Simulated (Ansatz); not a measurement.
Two isomers of C2H4O2Si: A = `O=C1C[SiH]1O`, B = `O=C1CO[SiH2]1`.

Isolated molecules relaxed with PBE0-D4/def2-TZVP in Ansatz; ΔE leaves out vibrations. CCSD(T)/CBS is the MP2 limit (def2-TZVPP, def2-QZVPP) plus CCSD(T) − MP2 in def2-TZVPP, frozen cores. DFT in def2-TZVPP. B3LYP here is the variant with VWN-RPA as its local correlation; programs differ in this. One conformer a species, not always the lowest.

Problem. Which is lower in electronic energy at CCSD(T)/CBS, and by how much? (Best estimate.)

Solution. Ansatz gave: B, by 4.6 kcal/mol.

Problem. Give E(B) − E(A) in kcal/mol with CCSD(T)/def2-TZVPP, B2PLYP, BLYP-D4, MP2/def2-TZVPP, PBE0-D4, LDA (SPW92), B3LYP-D4. (An estimate is asked.)

Solution. Computed: CCSD(T)/def2-TZVPP -5.8, B2PLYP -4.6, BLYP-D4 -3.5, MP2/def2-TZVPP -3.6, PBE0-D4 -4.0, LDA (SPW92) -1.5, B3LYP-D4 -4.8. None reverses the order clearly.

Problem. Does the order hold for the free energy at 298.15 K (harmonic terms from PBE0-D4)? (Estimate.)

Solution. Ansatz gave: Yes: G(B) − G(A) = -3.6 kcal/mol, for one conformer each.

Largest T1 diagnostic: 0.016.

From BLYP to BHLYP (50 % exact exchange), in def2-TZVPP and without D4, E(B) − E(A) moves by −4.2 kcal/mol. Leaving LDA and LC-ωPBE aside and taking each functional with its dispersion term where it has one, the values, not all of them listed here, spread over 5.3 kcal/mol, from BHLYP-D4 to PBE-D4.
